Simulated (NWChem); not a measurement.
BeF, doublet; SMILES [Be][F]

Computed with NWChem. Pople sets run with spherical d functions. Spin-unrestricted. Medium grid unless said otherwise, to which SCAN and Minnesota functionals are sensitive. The geometry was optimised at PBE0/def2-SVP, spin-unrestricted. The spin multiplicity was typed, not searched, and may not be the lowest. No stability test was run on the SCF state.

For level PBE/6-31G*:

```yaml
highest occupied level (eV): -5.16
lowest empty minus highest occupied level, either spin (eV): 2.45
dipole (D): 0.86
```

**Question.** Estimate the same quantities for level M05-2X/6-31G*.

**Answer.** The highest occupied level (eV) is -6.99 and the lowest empty minus highest occupied level, either spin (eV) is 1.25. The dipole (D) comes out as 1.09.
